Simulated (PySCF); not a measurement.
fluoro(prop-1-en-2-yloxy)borinic acid (C₃H₆BFO₂), SMILES OB(OC(C)=C)F. Heavy atoms are numbered as in [CH2:1]=[C:2]([CH3:3])[O:4][B:5]([OH:6])[F:7]. Hydrogens are named by the atom that carries them.

Geometry: ωB97X-D3(BJ)/def2-SVP. Other conformers were not sampled.

The numbers are results of PBE/def2-TZVP in PySCF, not measurements.

Atomic charges (e), one atom of each kind:

```tsv
atom	Mulliken	IAO
C1 (CH2)	-0.33	-0.40
C2	0.20	0.22
C3 (CH3)	-0.35	-0.44
O4	-0.23	-0.36
B5	0.36	0.68
O6 (OH)	-0.36	-0.54
F7	-0.23	-0.33
H on C1	0.13	0.16
H on C3	0.12	0.16
H on O6	0.32	0.38
```

Computed Mayer and Wiberg (Löwdin basis) orders of the bonds:
| bond | Mayer | Wiberg |
|---|---|---|
| C1–C2 | 1.88 | 2.06 |
| C2–C3 | 1.01 | 1.26 |
| C2–O4 | 0.99 | 1.41 |
| O4–B5 | 1.24 | 1.78 |
| B5–O6 | 1.40 | 2.03 |
| B5–F7 | 1.21 | 2.03 |
